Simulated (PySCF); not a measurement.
# Rb: excitation energy

Rb [Kr] 5s1 (2S) → Rb [Kr] 5p1 (2P), as a difference of total energies. Computed with PySCF 2.14 in aug-cc-pwCVTZ-X2C with one added diffuse shell each of s, p, d, f type (11s10p8d4f, 109 functions), with scalar relativity by spin-free X2C-1e. Correlated levels: valence and next inner shell: [Ar] 3d10 frozen. The calculations carry no spin-orbit coupling.

```tsv
method	excitation energy (eV)
UHF	1.345
MP2 (valence and next inner shell)	1.556
SCS-MP2 (valence and next inner shell)	1.512
CCSD (valence and next inner shell)	1.550
CCSD(T) (valence and next inner shell)	1.567
```

Question: How much does correlation contribute at CCSD(T) (valence and next inner shell)?

Answer: 1.567 − (1.345) = 0.222 eV, measured against UHF.

Errors of the correlated levels include the incompleteness of this basis and the frozen core.

For comparison: 1.579 eV (measured; NIST levels, between the centres of gravity of the two terms).
